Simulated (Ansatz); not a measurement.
A nudged elastic band was laid between two geometries of CH3NOSSi (8 atoms, charge 0, multiplicity 1).

All numbers below come from Ansatz 0.2.0, RKS revPBE/6-31G*.

```json
{
  "movable images": "9",
  "climbing image": "yes",
  "spring": "5.0 eV/Å²",
  "optimiser": "quadratic models (default)",
  "start path": "IDPP",
  "force threshold": "0.03 eV/Å",
  "iteration limit": "35",
  "end points": "relaxed"
}
```

Initial state:

```xyz
8
Properties=species:S:1:pos:R:3
N -0.648 2.654 0.760
C 0.244 1.893 0.602
S 1.531 0.794 0.356
Si 0.253 -0.979 0.017
O -0.573 -0.958 -1.433
H -0.654 -1.060 1.204
H 1.247 -2.085 -0.073
H -1.308 -0.315 -1.489
```

Final state:

```xyz
8
Properties=species:S:1:pos:R:3
N -0.599 2.770 1.127
C 0.196 1.972 0.770
S 1.393 0.862 0.261
Si 0.141 -0.940 0.026
O -0.984 -0.867 -1.206
H -0.650 -1.142 1.269
H 1.222 -1.956 -0.192
H -0.628 -0.757 -2.110
```

Which bonds break or form, and what moves?

No bond is made or broken. The dihedral S3–Si4–O5–H8 goes from -72 to 61°.

What energy profile does the band end with?

The forces met the threshold. The highest image is number 5 of 0 to 10, 1.7 kcal/mol above the first end and 1.2 kcal/mol above the last; the last end lies 0.5 kcal/mol above the first. A vibrational analysis at the climbing image gives one clearly imaginary mode, 311i cm⁻¹: a first-order saddle point.

```
image  path coordinate (Å)  energy (kcal/mol)  dihedral S3–Si4–O5–H8 (°)
    0                 0.00                0.0                        -72
    1                 0.16                0.1                        -63
    2                 0.32                0.4                        -50
    3                 0.48                1.0                        -36
    4                 0.64                1.5                        -20
    5                 0.80                1.7                         -3
    6                 0.99                1.5                         17
    7                 1.17                1.0                         36
    8                 1.36                0.6                         50
    9                 1.54                0.5                         58
   10                 1.73                0.5                         61
```

What is the geometry of the highest image?


```xyz
8
Properties=species:S:1:pos:R:3
N -0.731 2.663 0.950
C 0.126 1.904 0.654
S 1.394 0.846 0.209
Si 0.220 -1.016 0.034
O -0.829 -1.017 -1.264
H -0.531 -1.210 1.308
H 1.316 -2.020 -0.139
H -0.873 -0.207 -1.807
```

What are the harmonic wavenumbers there?

311i, 47, 109, 213, 385, 390, 448, 589, 677, 736, 752, 869, 918, 952, 2178, 2218, 2240, 3713 cm⁻¹.

Run time: 3.8 min on 1 thread of Arm Neoverse V2, with other jobs on the host, peak memory 0.13 GiB.
